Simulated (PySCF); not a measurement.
Species: C$_{4}$H$_{3}$OSe (charge 0, doublet). It need not be the lowest isomer of its formula. SMILES: Oc1[c]cc[se]1
Geometry from a B3LYP-D3(BJ)/def2-TZVP (Ansatz) optimisation:
```xyz
9

O      2.1800     0.5512    -0.7793
C      0.8920     0.6234    -0.3747
C      0.0459     1.6526    -0.4330
C     -1.3056     1.5023    -0.0433
C     -1.5995     0.2429     0.3707
Se    -0.1105    -0.9028     0.2532
H      2.6857    -0.0221    -0.1919
H     -2.0259     2.3078    -0.0508
H     -2.5380    -0.1275     0.7501
```
Charge 0, spin multiplicity 2.

Dispersion corrections to the total energy (kcal/mol) from the dftd3 and dftd4 libraries through PySCF: D3(BJ) without and D4 with the three-body term, each with the damping fitted for the functional named.

```tsv
functional	D3(BJ)	D4
BLYP	-13.02	…
TPSSh	-6.88	-7.44
HF	-49.59	-22.53
PW6B95	-3.22	-5.42
B3LYP	-10.70	…
TPSS	…	-8.26
PBE0	-5.12	-5.11
```

### Question
Some entries are withheld; supply them.

### Answer

- BLYP, D4: -13.69
- B3LYP, D4: -9.97
- TPSS, D3(BJ): -7.46
